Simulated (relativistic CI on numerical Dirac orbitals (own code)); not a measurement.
**W3+: L2,3 absorption edge**

Computed with this model: Dirac-Coulomb-Breit CI, orbitals from a KLI potential per configuration, model QED, valence Slater integrals scaled by 0.8, multiplet model of core-to-valence dipole absorption; configurations [Xe] 4f14 5d3 → [He] 2s2 2p5 3s2 3p6 3d10 4s2 4p6 4d10 4f14 5s2 5p6 5d4; 300 K; Lorentzian 7.5 eV and Gaussian 1 eV FWHM. Energies are those of the free ion, without screening or charge transfer. The branching ratio is the share of the lower-energy edge in the whole absorption, uncertain by about 0.02 where the edges overlap. S is read from ⟨S²⟩ = S(S + 1).

Field parameters in Wybourne normalisation: D3d B²₀ = −7Dσ, B⁴₀ = −14Dq − 21Dτ, B⁴₃ = −14√(10/7) Dq. The field is a parameter set, without covalency.

Case free ion, the dichroism is that of the ground state at zero temperature, magnetised by exchange field 10 meV on Sz. The dichroism I(Δm = −1) − I(Δm = +1), over the sum of the three polarisations, integrates to 0.0826 on the lower edge and 0.0754 on the upper edge. The branching ratio is 0.845.

Task: Use the orbital sum rule with 7 holes to get ⟨Lz⟩.

Result: For a p → d edge ⟨Lz⟩ = 2 × n_h × (sum of both integrals) in this sign convention = 2.21; the ground state itself has ⟨Lz⟩ = 2.37 and ⟨Sz⟩ = -0.87. The rule assumes one radial integral for both edges, which relativistic orbitals only approach.
